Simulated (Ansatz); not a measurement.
Reaction (redistribution): `C[SiH2][SiH](N)Cl` + `[CH3][V](=[O])([F])[Cl]` → `C[SiH2][SiH](C)Cl` + `[NH2][V](=[O])([F])[Cl]`

Gas-phase electronic energies from Ansatz, PBE0-D4/def2-TZVP geometries. CBS: MP2 limit from def2 TZ/QZ plus the TZ coupled-cluster correction, frozen cores. Functionals use def2-TZVPP. For V outer-core shells are correlated without core-valence functions, which leaves a few kJ/mol of doubt a bond. Scalar relativity is left out up to krypton. Each species was taken in one conformer, which may not be the lowest.

`C[SiH2][SiH](N)Cl`:

```xyz
13

C     1.499    1.731   -0.121
Si   -0.198    0.984   -0.385
Si   -0.190   -1.315    0.042
N    -1.791   -1.886    0.186
Cl    0.975   -1.568    1.761
H     1.848    1.528    0.893
H     2.223    1.304   -0.820
H     1.476    2.813   -0.272
H    -0.678    1.223   -1.775
H    -1.193    1.595    0.545
H     0.480   -2.156   -0.981
H    -2.466   -1.377    0.733
H    -1.985   -2.875    0.194
```

`[CH3][V](=[O])([F])[Cl]`:

Cartesian coordinates in Å:
```
C -0.418 0.947 0.191
V 0.284 -0.874 -0.189
O -0.436 -1.746 0.866
F -0.204 -1.278 -1.791
Cl 2.395 -0.802 0.173
H -1.500 0.916 0.042
H -0.184 1.210 1.224
H 0.063 1.629 -0.515
```

`C[SiH2][SiH](C)Cl`:

```xyz
14

C     0.699   -2.152   -1.159
Si   -0.407   -0.655   -0.944
Si    0.185    0.559    0.967
C    -0.700    2.191    1.137
Cl    2.227    0.923    0.831
H     1.746   -1.844   -1.212
H     0.451   -2.693   -2.074
H     0.590   -2.838   -0.316
H    -1.837   -1.065   -0.829
H    -0.296    0.256   -2.120
H    -0.002   -0.253    2.201
H    -1.775    2.024    1.245
H    -0.535    2.815    0.256
H    -0.345    2.732    2.017
```

`[NH2][V](=[O])([F])[Cl]`:

```xyz
7

N    -0.020    1.089    0.231
V     0.068   -0.641   -0.245
O    -0.504   -0.672   -1.680
F     1.707   -1.199   -0.194
Cl   -1.157   -1.819    1.088
H    -0.408    1.831   -0.331
H     0.315    1.411    1.130
```

Is it downhill or uphill in electronic energy at CCSD(T)/CBS, and by how much? (Best estimate.)

The calculation gave: Downhill: ΔE = -34.1 kJ/mol.

What do these levels give: r2SCAN-D4, PBE, MP2/def2-TZVPP, CCSD/def2-TZVPP, MP2/CBS(def2), CCSD/CBS(def2)? (Best estimate.)

Computed: r2SCAN-D4 -44.0, PBE -48.4, MP2/def2-TZVPP -63.7, CCSD/def2-TZVPP -25.3, MP2/CBS(def2) -59.3, CCSD/CBS(def2) -21.0 kJ/mol.

Largest T1 diagnostic among the species: 0.032, so the coupled-cluster value is less sure than usual.

From PBE to PBE0 (25 % exact exchange), in def2-TZVPP and without D4, ΔE moves by +8.3 kJ/mol. In def2-TZVPP, CCSD(T) changes the Hartree–Fock value by −30.6 kJ/mol (the triples alone add −13.2 kJ/mol) and MP2 by −55.8 kJ/mol.
